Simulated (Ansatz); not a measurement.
CH6SeSi2, SMILES `C[SiH]1[SiH2][Se]1`, relaxed with RKS PBE0-D4/def2-TZVP in Ansatz from a PBE-D4/def2-SVP geometry. The force threshold is 0.005 eV/Å; the program also tests the step.

Charge 0, multiplicity 1.

Start:

```xyz
10

C     0.912    0.209    1.477
Si    0.464    0.434   -0.339
Si   -1.469   -0.377   -1.235
Se    0.537   -1.466   -1.679
H     0.403   -0.685    1.887
H     0.607    1.098    2.066
H     2.007    0.076    1.591
H     1.128    1.638   -0.947
H    -2.151    0.237   -2.424
H    -2.437   -1.164   -0.398
```

```csv
step,energy (eV),largest force (eV/Å),largest move (Å)
1,-82226.3206,0.389,0.000
2,-82226.3581,0.106,0.034
3,-82226.3607,0.035,0.014
4,-82226.3608,0.007,0.005
5,-82226.3608,0.009,0.012
6,-82226.3609,0.002,0.004
```

End:

```xyz
10

C     0.912    0.207    1.467
Si    0.445    0.430   -0.323
Si   -1.462   -0.374   -1.225
Se    0.526   -1.444   -1.648
H     0.411   -0.667    1.885
H     0.625    1.089    2.046
H     1.991    0.068    1.564
H     1.094    1.617   -0.934
H    -2.112    0.235   -2.410
H    -2.430   -1.161   -0.423
```

Run time 27 s (4 threads of an Arm Neoverse V1 on a shared host); peak host memory 0.59 GiB.
